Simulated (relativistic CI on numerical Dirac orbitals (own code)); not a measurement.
## Energy levels of Zr XI

Calculated at this level of theory: Dirac-Coulomb-Breit CI, separate exchange-only KLI orbitals for each configuration, model QED (radiative potential, 1s self-energy scaled to tabulated hydrogen-like ionisation energies), unscaled Slater integrals (own radial code, finite nucleus).

Configuration list (outside the closed core [Ar]): 3d10.4s2, 3d10.4s.4p, 3d10.4p2, 3d10.4s.4d, 3d10.4d2, 3d10.4s.4f, 3d10.4p.4d, 3d10.4p.5s, 3d10.4f2, 3d10.4p.4f, 3d10.4s.5s, 3d10.4s.5p, 3d10.4d.5s, 3d10.4s.5d, 3d10.4d.4f, 3d10.4s.6s, 3d10.4s.5f, 3d10.4s.5g, 3d10.4s.6p, 3d10.5s2, 3d10.4f.5s, 3d10.4s.6d, 3d10.4s.7s, 3d10.4s.6f, 3d9.4s2.4p, 3d9.4s2.4d. Double excitations out of closed p, d and f shells are left out; levels of such configurations are missing from the list, as are those of other unlisted configurations, and high levels can miss mixing partners. These lack a partner that the ground configuration has and come out too high: 3d9.4s2.4p, 3d9.4s2.4d.

```
No.  Configuration  Term  J   E (eV)    %  Next component (%)  Lifetime (s)
  1       3d10.4s2    1S  0    0.000   98       2 3d10.4p2 1S              
  2     3d10.4s.4p   3P°  0   20.941  100                                  
  3     3d10.4s.4p   3P°  1   21.665   98               2 1P°      9.78e-09
  4     3d10.4s.4p   3P°  2   23.566  100                          2.00e-02
  5     3d10.4s.4p   1P°  1   31.544   97    2 3d10.4p.4d 1P°      4.38e-11
  6       3d10.4p2    3P  0   49.620   94                6 1S      5.74e-11
  7       3d10.4p2    3P  1   51.099  100                          5.17e-11
  8       3d10.4p2    1D  2   51.145   60               32 3P      1.21e-10
  9       3d10.4p2    3P  2   53.610   68               27 1D      6.23e-11
 10       3d10.4p2    1S  0   59.492   91                6 3P      4.81e-11
 11     3d10.4s.4d    3D  1   65.918  100                          2.05e-11
 12     3d10.4s.4d    3D  2   66.068  100                          2.13e-11
 13     3d10.4s.4d    3D  3   66.310  100                          2.28e-11
 14     3d10.4s.4d    1D  2   71.887   86      12 3d10.4p2 1D      1.54e-11
 15     3d10.4p.4d   3F°  2   88.178   88              10 1D°      1.80e-10
 16     3d10.4p.4d   3F°  3   89.351   94    2 3d10.4s.4f 3F°      2.09e-10
 17     3d10.4p.4d   3F°  4   90.887   97    3 3d10.4s.4f 3F°      2.74e-10
 18     3d10.4p.4d   1D°  2   90.932   77              11 3P°      3.14e-11
 19     3d10.4p.4d   3D°  1   93.256   60              36 3P°      1.51e-11
 20     3d10.4p.4d   3P°  2   93.519   55              30 3D°      1.92e-11
 21     3d10.4p.4d   3P°  0   94.693   99                          2.00e-11
 22     3d10.4p.4d   3P°  1   94.924   62              37 3D°      1.65e-11
 23     3d10.4p.4d   3D°  3   95.017   87               8 1F°      1.36e-11
 24     3d10.4p.4d   3D°  2   95.171   66              33 3P°      1.49e-11
 25     3d10.4p.4d   1F°  3   96.867   63   25 3d10.4s.4f 1F°      1.58e-11
 26     3d10.4s.5s    3S  1   99.635  100                          1.03e-11
 27     3d10.4p.4d   1P°  1  100.567   93               3 3D°      1.70e-11
 28     3d10.4s.5s    1S  0  101.730  100                          1.22e-11
 29     3d10.4s.4f   3F°  2  105.542   98    2 3d10.4p.4d 3F°      1.81e-11
 30     3d10.4s.4f   3F°  3  105.561   97    3 3d10.4p.4d 3F°      1.81e-11
```

Energies count from the lowest computed level; ° marks odd parity; lifetimes are radiative, by E1, M1, E2, M2, E3 decay to levels of this space only; some are left blank where a channel outside the calculation adds to the decay or the decay crosses a small, uncertain gap.

The mean weight of the leading LS term, summed over parents, in these 30 levels is 87 %, and that of the leading jj configuration (from the same eigenvectors) 81 %.

At this charge energies of transitions that change n are usually good to better than 1 %, and those within a shell (Δn = 0) to a few per cent.

LS names give the leading component of a level, which can be under half, so a name can repeat, a term be missing and a line seem to break the LS rules.
